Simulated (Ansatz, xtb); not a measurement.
**Relative energy of two isomers of C4H5B**

Structure X is `C=CC1=CB1`, a singlet and structure Y is `C#CBC=C`, a singlet. Both are isolated molecules in the gas phase, relaxed with BLYP-D3(BJ)/def2-SVP; the shapes shown needn't be the lowest conformers.

X (Å):

```xyz
10

C    -0.2065    0.4840   -1.7484
C    -0.6544   -0.6819   -1.2277
C    -1.9331   -1.2698   -1.6000
C    -2.7122   -2.3685   -1.3295
B    -3.2462   -1.3899   -2.3072
H    -0.8079    1.0378   -2.4858
H     0.7640    0.9120   -1.4549
H    -0.0374   -1.2241   -0.4886
H    -2.6782   -3.2717   -0.7025
H    -4.0828   -0.9991   -3.0714
```

Y (Å):

```yaml
atoms:
  - { symbol: C, position_ang: [0.8221, 0.6563, -0.7636] }
  - { symbol: C, position_ang: [0.0128, -0.1691, -1.1896] }
  - { symbol: C, position_ang: [-2.5127, -0.9262, -1.7296] }
  - { symbol: C, position_ang: [-3.3886, -1.8506, -2.2047] }
  - { symbol: B, position_ang: [-0.9848, -1.1887, -1.7159] }
  - { symbol: H, position_ang: [1.5350, 1.3776, -0.3908] }
  - { symbol: H, position_ang: [-0.5681, -2.2496, -2.1419] }
  - { symbol: H, position_ang: [-2.9241, 0.0263, -1.3501] }
  - { symbol: H, position_ang: [-3.0327, -2.8186, -2.5956] }
  - { symbol: H, position_ang: [-4.4795, -1.6867, -2.2247] }
```

Quicker runs give these differences E(Y) − E(X): GFN2-xTB +0.215 eV; HF/STO-3G +0.358 eV (at GFN2-xTB geometries); r2SCAN-D4/def2-SVP +0.424 eV (at GFN2-xTB geometries).

Problem. Estimate E(Y) − E(X) at the level CCSD(T)/def2-SVP + ΔMP2/def2-TZVPP.

Solution. Too close to call at this level: CCSD(T)/def2-SVP + ΔMP2/def2-TZVPP gives E(Y) − E(X) = +0.039 eV.

Level by level:

| level | geometry | E(Y) − E(X) (eV) | departure from the last row (eV) | job, with rough time for the two |
| --- | --- | --- | --- | --- |
| GFN2-xTB | GFN2-xTB | +0.215 | +0.176 | optimisation, 0.45 s |
| HF/STO-3G | GFN2-xTB | +0.358 | +0.319 | single point, 0.74 s |
| r2SCAN-D4/def2-SVP | GFN2-xTB | +0.424 | +0.385 | single point, 5.2 s |
| BLYP-D3(BJ)/def2-SVP | BLYP-D3(BJ)/def2-SVP | +0.133 | +0.094 | optimisation, 32 s |
| HF/def2-SVP | BLYP-D3(BJ)/def2-SVP | +0.192 | +0.153 | part of the CCSD(T) run |
| MP2/def2-SVP | BLYP-D3(BJ)/def2-SVP | +0.225 | +0.186 | part of the CCSD(T) run |
| CCSD(T)/def2-SVP | BLYP-D3(BJ)/def2-SVP | +0.181 | +0.142 | single point |
| CCSD(T)/def2-SVP + ΔMP2/def2-TZVPP | BLYP-D3(BJ)/def2-SVP | +0.039 |  | single point, 35 s |

As drawn, Y has 1 C≡C in place of 1 C=C, 1 C–C. Structure X has a 3-membered ring, Y no ring.

The largest departure from CCSD(T)/def2-SVP + ΔMP2/def2-TZVPP is that of r2SCAN-D4/def2-SVP, 0.385 eV. The last row adds to CCSD(T) the change of the MP2 difference between the two basis sets, here −0.142 eV, a large step that makes the value less sure.

With harmonic frequencies from BLYP-D3(BJ)/def2-SVP (ideal gas, rigid rotor, one conformer each, 400 K, 1 atm): the zero-point term adds −0.037 eV; ΔH is +0.027 and ΔG −0.027 eV.

The correlated steps freeze 5 core orbitals. Run with Ansatz 0.2.0, xtb 6.7.1; the last row on 2 threads of Intel(R) Xeon(R) Processor @ 2.50GHz (Skylake/Cascade Lake) on a shared host.
